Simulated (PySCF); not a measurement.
## Polarisability and C₆ of Ar⁺ (argon, charge +1)

[Ne] 3s2 3p5, 2P determinant. Calculation: PySCF 2.14, in dyall-av3z (19s12p3d2f, 84 functions); the spin-free X2C one-electron Hamiltonian (Gaussian nucleus). Coupled (time-dependent) response in atomic units; α is the mean over directions.

| method | mean α (bohr³) | α xx, yy, zz | C₆ (like pair) | S(−4) |
| --- | --- | --- | --- | --- |
| UHF | 6.710 | 6.586, 6.772, 6.772 | 30.31 | 9.089 |
| PBE | 6.982 | 6.776, 7.085, 7.085 | 31.81 | 10.29 |
| PBE0 | 6.856 | 6.680, 6.944, 6.944 | 31.09 | 9.739 |
| PW91 | 6.968 | 6.762, 7.071, 7.071 | 31.70 | 10.25 |
| BLYP | 7.040 | 6.825, 7.148, 7.148 | 32.12 | 10.54 |

S(−4) is the Cauchy moment in α(ω) = α(0) + S(−4) ω² + …

α(iu) at UHF:

```csv
u (hartree),α(iu) (bohr³)
0,6.710
0.0500,6.688
0.100,6.621
0.200,6.368
0.300,5.991
0.500,5.057
0.750,3.909
1.00,2.990
1.50,1.817
2.00,1.189
3.00,0.6117
5.00,0.2504
```

For an ion, C₆ is the dispersion term alone; charge-induced terms of lower order in 1/R come first.

The components differ because the open shell of this determinant is not spherical; for a pure term their mean is the scalar polarisability.
